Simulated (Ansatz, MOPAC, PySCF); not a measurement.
Complex: HF (SMILES F) (first 2 atoms) with AsH3 (SMILES [AsH3]); geometry from B3LYP-D3(BJ)/def2-TZVP, rigid monomers moved along the line of their centres of mass till H2···As3 is 2.16 Å.
(charge 0, multiplicity 1):
```xyz
6

F      0.8330    -0.5598    -0.2549
H      0.5508    -0.3219     0.6061
As    -0.0943     0.2234     2.5893
H      0.6962    -0.1528     3.8291
H     -1.4234    -0.2321     3.1635
H     -0.2814     1.6690     3.0122
```

Interaction energies are E(AB) − E(A) − E(B) at the monomers' geometry in the complex; basis-set methods are counterpoise corrected. Rows marked so take none.

Rows in 3-21G carry no dispersion term and start afresh at each structure; the Pople sets are all-electron and without relativity. The state reached by PM6 isn't checked.

The values were computed with Ansatz (Gaussian orbitals); MOPAC for PM6 (differences of heats of formation); PySCF for 3-21G rows. Values without a source in brackets are computed.

Question: One of these levels gives 0.37 kcal/mol for the interaction energy. Name it.
A) PBE/def2-TZVPPD
B) HF/aug-cc-pVDZ
C) HF/3-21G (no counterpoise)
D) PM6

Answer: C, HF/3-21G (no counterpoise). The others give 6.01 (PM6), -0.10 (HF/aug-cc-pVDZ), -4.51 (PBE/def2-TZVPPD)

Ansatz is a first-principles code.
